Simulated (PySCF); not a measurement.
# Excitation energy of Hf²⁺ by level of theory

Hf²⁺ [Xe] 4f14 5d2 (3F) → Hf²⁺ [Xe] 4f14 5d1 6s1 (3D), as a difference of total energies. Calculation: PySCF 2.14, in aug-cc-pVTZ-PP with ECP60MDF (6s6p5d3f2g, 88 functions); scalar relativity through the core potential. Correlated levels: valence: 5s2 5p6 frozen. The calculations carry no spin-orbit coupling.

| method | excitation energy (eV) |
| --- | --- |
| UHF | 0.309 |
| PBE | 0.151 |
| PBE0 | 0.291 |
| r2SCAN | 0.356 |
| BHandHLYP | 0.285 |
| TPSS | 0.364 |
| wB97X | 0.371 |
| B3LYP | 0.148 |
| MP2 (valence) | 0.281 |
| SCS-MP2 (valence) | 0.300 |

How much does correlation contribute at MP2 (valence)?

0.281 − (0.309) = -0.028 eV, measured against UHF.
